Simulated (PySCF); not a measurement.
A side-by-side comparison of computed properties.

First species: C5H10Cl2OSi2.
InChI=1S/C5H10Cl2OSi2/c1-3-5(7)10(8-2)9-4-6/h1,5,10H,4,9H2,2H3/t5-,10-/m0/s1

Second species: C4H12O2SSi2.
Geometry (GFN2-xTB, Å), atoms numbered from 1 in this order:
```xyz
21
C4H12O2SSi2 angstrom
C      2.3015   -2.2587    0.3975
Si     1.3400   -0.9303   -0.5551
C     -0.4786   -0.9534   -0.0560
C     -1.1107    0.0211    0.5668
S     -2.8760   -0.1319    0.9871
C     -3.3800    1.1608   -0.2470
O     -3.3037   -1.4174    0.4320
O      1.9595    0.5288   -0.1968
Si     2.1474    2.0351    0.3620
H      2.1934   -2.1399    1.4726
H      3.3619   -2.2138    0.1668
H      1.9488   -3.2522    0.1393
H      1.4743   -1.0413   -2.0099
H     -1.0789   -1.8240   -0.3006
H     -0.6549    0.9420    0.8913
H     -2.9459    2.1074    0.0520
H     -3.0356    0.8668   -1.2321
H     -4.4633    1.2211   -0.2336
H      3.4658    2.4540   -0.1016
H      1.0742    2.8578   -0.2019
H      2.0519    1.9849    1.8215
```

Levels: PBE0/pcSseg-1 for dipole moment, HOMO energy, LUMO energy and HOMO–LUMO gap; GFN2-xTB for rotational constant A and rotational constant C. Geometries: GFN2-xTB. Each structure is a single optimised conformer of the isolated species, non-relativistic unless stated; the electronic structure was computed with PySCF and density fitting.

Dipoles, sizes and rotational constants follow the conformer. The torsions of the flexible species, by atom-mapped SMILES:
- `[CH:1]#[C:2][C@@H:3]([Cl:4])[Si@@H:5]([O:6][CH3:7])[SiH2:8][CH2:9][Cl:10]`: C2–C3–Si5–O6 -51°, C3–Si5–O6–C7 -52°, C3–Si5–Si8–C9 -65°, Si5–Si8–C9–Cl10 176°
- `[CH3:1][Si@@H:2](/[CH:3]=[CH:4]/[S@@:5]([CH3:6])=[O:7])[O:8][SiH3:9]`: C1–Si2–C3–C4 115°, C3–C4–S5–C6 -111°, C1–Si2–O8–Si9 -113°

Q: Which has the higher dipole moment?

A: The second: 3.17 D against 1.73 D, a difference of 1.44 D.

Q: Which has the higher rotational constant A?

A: The second: 1.410 GHz against 1.188 GHz, a difference of 0.222 GHz.

Q: Which has the higher HOMO–LUMO gap?

A: The first: 6.63 eV against 5.98 eV, a difference of 0.65 eV.

Q: Which has the higher rotational constant C?

A: The second: 0.391 GHz against 0.325 GHz, a difference of 0.066 GHz.

Q: Which has the higher LUMO energy?

A: The second: -0.81 eV against -1.05 eV, a difference of 0.24 eV.

Q: Which has the higher HOMO energy?

A: The second: -6.79 eV against -7.68 eV, a difference of 0.89 eV.

On the first: A dipole of 1.73 D is allowed in C1, and pure rotational transitions are dipole-allowed. In atomic units the dipole is 0.68 e·bohr (1 au = 2.5417 D).

On the second: A dipole of 3.17 D is allowed in C1, and pure rotational transitions are dipole-allowed. In atomic units the dipole is 1.25 e·bohr (1 au = 2.5417 D).
